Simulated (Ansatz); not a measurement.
Ansatz results at the PBE0-D4/def2-TZVP geometry: LUMO energy (ωB97M-V/def2-TZVPP) -0.97 eV; zero-point energy (PBE0-D4/def2-TZVP) 6.5 kJ/mol; HOMO energy (B3LYP/def2-TZVPP) -7.44 eV.

(1) Which molecule gave them?
A. `Cl[Si]Br`
B. `N[Si]F`
C. `N[Si]O`
D. `N[Si]S`

Results:

(1) A. The others give `N[Si]O`: 1.34, 104.8, -6.59; `N[Si]S`: 0.71, 95.5, -6.47; `N[Si]F`: 0.90, 75.2, -6.98.

B3LYP here is the variant with VWN-RPA as its local correlation; programs differ in this.
